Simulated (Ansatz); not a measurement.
Species: C9H10SSi, SMILES `Cc1ccc([SiH3])c2ccsc12` (charge 0, multiplicity 1).

Task: Give a relaxed geometry from B3LYP-D3(BJ)/def2-SVP (Ansatz, a quantum-chemistry and plane-wave program).

Result: the end point of this relaxation (outside a Z-matrix the atoms follow the SMILES, hydrogens last).
Bonded distances (Å): C1–C2 1.503, C1–H12 1.099, C1–H13 1.103, C1–H14 1.103, C2–C3 1.395, C2–C11 1.407, C3–C4 1.408, C3–H15 1.093, C4–C5 1.398, C4–H16 1.093, C5–Si6 1.878, C5–C7 1.420, Si6–H17 1.494, Si6–H18 1.491, Si6–H19 1.494, C7–C8 1.443, C7–C11 1.419, C8–C9 1.363, C8–H20 1.091, C9–S10 1.745, C9–H21 1.089, S10–C11 1.753. Angles (°): C2–C1–H12 111.5, C2–C1–H13 111.0, C2–C1–H14 111.0, H12–C1–H13 108.2, H12–C1–H14 108.2, H13–C1–H14 106.8, C1–C2–C3 122.6, C1–C2–C11 120.9, C3–C2–C11 116.4, C2–C3–C4 121.8, C2–C3–H15 118.9, C4–C3–H15 119.3, C3–C4–C5 122.0, C3–C4–H16 118.4, C5–C4–H16 119.6, C4–C5–Si6 120.8, C4–C5–C7 117.3, Si6–C5–C7 121.9, C5–Si6–H17 111.3, C5–Si6–H18 108.7, C5–Si6–H19 111.3, H17–Si6–H18 109.2, H17–Si6–H19 107.3, H18–Si6–H19 109.1, C5–C7–C8 129.0, C5–C7–C11 119.6, C8–C7–C11 111.3, C7–C8–C9 113.0, C7–C8–H20 123.9, C9–C8–H20 123.1, C8–C9–S10 113.2, C8–C9–H21 127.5, S10–C9–H21 119.3, C9–S10–C11 91.0, C2–C11–C7 122.8, C2–C11–S10 125.7, C7–C11–S10 111.5.
